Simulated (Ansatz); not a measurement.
A geometry relaxed with Ansatz (a program for electronic structure) with PBE-D3(BJ)/def2-SVP, charge 0, multiplicity 1:

```xyz
21

H     -0.0215     2.4547     0.8690
Si    -3.2410    -1.4144    -0.0046
H     -4.1938    -0.6917    -0.9180
C      3.3828     0.4868    -0.3456
N      1.9297    -1.4072    -0.7876
H     -2.2679     2.8468     1.3340
C     -0.4288    -1.2390    -0.3672
H     -3.0136    -2.8089    -0.5150
S     -2.8703     1.6646     1.0285
H      3.9718    -1.4744    -1.1241
H     -0.4967    -2.2788    -0.7222
C     -1.5602    -0.5426     0.0501
H     -3.8631    -1.4733     1.3644
H      4.4088     0.8837    -0.3636
C      3.1302    -0.8478    -0.7756
C      1.0104     0.7036     0.0944
C     -0.1422     1.4161     0.5217
C      0.8725    -0.6565    -0.3619
C      2.3210     1.2624     0.0895
C     -1.3998     0.8170     0.5036
H      2.4718     2.2990     0.4303
```

Q: Write the SMILES of this molecule.

A: `[SiH3]c1cc2ncccc2cc1S`
